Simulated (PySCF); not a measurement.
Gas-phase reaction: NbCl5 + ClO = NbOCl3 + 3 Cl

Energies from PySCF, thermal terms from the rigid-rotor harmonic-oscillator model, ideal gas at 1 bar. † marks an energy on the PBE0/def2-TZVP geometry and frequencies; other levels use their own. Open shells (unrestricted): ClO (multiplicity 2, electronic degeneracy 4), Cl (multiplicity 2, electronic degeneracy 6); the rest are closed-shell singlets. Spin-orbit splitting is ignored; it lowers the true energy and changes the entropy of ClO, Cl. Nb: scalar-relativistic def2 core potential, no spin-orbit coupling. The harmonic model lacks anharmonicity and excited electronic states, which grow with temperature; levels with a mode under 35 cm⁻¹ are left out. Soft modes under 120 cm⁻¹ make the harmonic entropy rough for NbCl5, NbOCl3.

| level | ΔE electronic, kJ | ΔH°(298 K), kJ | ΔS°(298 K), J/K | ΔG°(1000 K), kJ |
|---|---|---|---|---|
| BLYP/def2-TZVP† | 221 | 221 | 232 | -12 |
| M06-2X/def2-TZVP† | 222 | 222 | 232 | -11 |
| PBE/def2-SVP | 268 | 268 | 231 | 37 |
| PBE0/def2-QZVP† | 247 | 246 | 232 | 14 |
| PBE0/def2-TZVP | 244 | 244 | 232 | 11 |
| ωB97M-V/def2-TZVP† | 234 | 234 | 232 | 1 |
ΔH° is lowest at BLYP/def2-TZVP† and highest at PBE/def2-SVP. No reference value is set beside these.
